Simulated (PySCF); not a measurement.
Isomers of C4H7BO3. Level of theory: PBE0-D3(BJ)/def2-SVP geometry optimisation, gas phase (PySCF 2.14.0). Energies are electronic, without zero-point or thermal terms, for one conformer each. No frequencies were run at this level. Point groups hold within 0.08 Å.

Question: Order them by energy at this level, lowest first, and give relative energies in kcal/mol.
A. `[O:1]=[CH:2][CH:3]1[CH2:4][O:5][BH:6][O:7][CH2:8]1` with O1–C2–C3–C4 132°, C2–C3–C4–O5 172°, C3–C4–O5–B6 -27°, C4–O5–B6–O7 -1°, O5–B6–O7–C8 0°
B. `[CH3:1][O:2][C:3]1=[O+:4][BH2-:5][O:6][CH:7]=[CH:8]1` with C1–O2–C3–O4 3°, C3–O4–B5–O6 -37°, O4–B5–O6–C7 36°, B5–O6–C7–C8 -15°, O2–C3–C8–C7 -166°

Answer: A (0.0), B (20.6).

```tsv
SMILES	E (Eh)	E rel (kcal/mol)	dipole (D)	point group	A, B, C (MHz)
O=CC1COBOC1	-406.48092	0.0	1.73	C1	4603, 1440, 1169
COC1=[O+][BH2-]OC=C1	-406.44807	20.6	4.23	C1	4970, 1580, 1235
```

Question: How do the relative energies change in single points at PBE0/pcSseg-1 (no added dispersion term) on the same geometries?

Answer: 
```tsv
SMILES	PBE0-D3(BJ)/def2-SVP (kcal/mol)	PBE0/pcSseg-1 (kcal/mol)	shift
O=CC1COBOC1	0.0	0.0	0.0
COC1=[O+][BH2-]OC=C1	20.6	22.0	+1.4
```

Each column counts from its own lowest isomer. The order is unchanged; the largest shift is 1.4 kcal/mol.

Question: As an exercise, what shares would exp(−E/RT) give at 2000 K from these electronic energies alone (no entropy, no degeneracies)?

Answer: RT = 3.974 kcal/mol: O=CC1COBOC1 99.4 %, COC1=[O+][BH2-]OC=C1 0.6 %.
